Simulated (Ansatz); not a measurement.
`C[Si](C)(F)BF` at its PBE0-D4/def2-TZVP geometry, where that method's forces vanish. Total charge 0; spin multiplicity 1.

```xyz
13

C    -0.3989   -1.4455   -0.8725
Si    0.4224   -0.1413    0.1776
C    -0.7428    0.4961    1.4870
F     1.6738   -0.8321    0.9285
B     1.1491    1.3828   -0.9697
F     0.2865    2.0930   -1.6866
H    -0.7822   -2.2574   -0.2484
H     0.2975   -1.8745   -1.5965
H    -1.2391   -1.0164   -1.4254
H    -0.2488    1.2095    2.1505
H    -1.1236   -0.3272    2.0973
H    -1.5966    0.9997    1.0252
H     2.3026    1.7134   -1.0669
```

(1) What forces (eV/Å) does r2SCAN-D4/def2-TZVPP give on these atoms in Ansatz 0.2.0? (Estimate.)

## Answers

(1) Computed: 
```
C1  -0.007  0.012 -0.008
Si2  0.022  0.043 -0.032
C3  -0.006  0.009 -0.011
F4   0.031 -0.030  0.030
B5   0.113 -0.124  0.120
F6  -0.126  0.106 -0.106
H7   0.001  0.006 -0.014
H8  -0.024  0.000  0.009
H9   0.012 -0.025  0.002
H10 -0.022 -0.012 -0.006
H11 -0.001  0.015 -0.003
H12  0.008 -0.005  0.026
H13 -0.001  0.007 -0.006
```
